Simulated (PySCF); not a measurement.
C2H6GeN2, SMILES [NH2][Ge@H]1[CH]=N[CH2]1.

The structure is a stationary point at PBE0-D3(BJ)/def2-SVP. The structure was generated by enumeration; whether it is a known compound was not checked. One conformer was computed; it need not be the lowest.

Two levels are set side by side: TDA-PBE/def2-SVPD (PySCF) and TDA-LC-ωPBE/def2-SVPD (PySCF). Vertical, same geometry. The lowest singlet is HOMO→LUMO 89 % with PBE and HOMO→LUMO 63 %, HOMO→LUMO+1 23 % with the other functional; states are paired by order. Differences are taken from unrounded values.

| quantity | TDA-PBE |
|---|---|
| lowest singlet excitation (eV) | 3.99 |
| lowest triplet excitation (TDA) (eV) | 3.26 |
| first bright state (f over 0.05) (eV) | 6.45 |
| its oscillator strength | 0.08 |

**Question.** These are the TDA-PBE values. What does TDA-LC-ωPBE give? (Estimate from the structure and the level; the computed values follow.)

**Answer.** 
| quantity | TDA-LC-ωPBE | TDA-PBE minus TDA-LC-ωPBE |
|---|---|---|
| lowest singlet excitation (eV) | 4.51 | -0.52 |
| lowest triplet excitation (TDA) (eV) | 3.55 | -0.29 |
| first bright state (f over 0.05) (eV) | 8.26 | -1.82 |
| its oscillator strength | 0.11 | -0.04 |

Functionals without exact exchange tend to place singlet excitations lower, as here. Differences between two approximate levels are no errors against the true value.

Rough cost on one machine, each run with all the roots and properties that it gave: TDA-LC-ωPBE against TDA-PBE about 3 times.
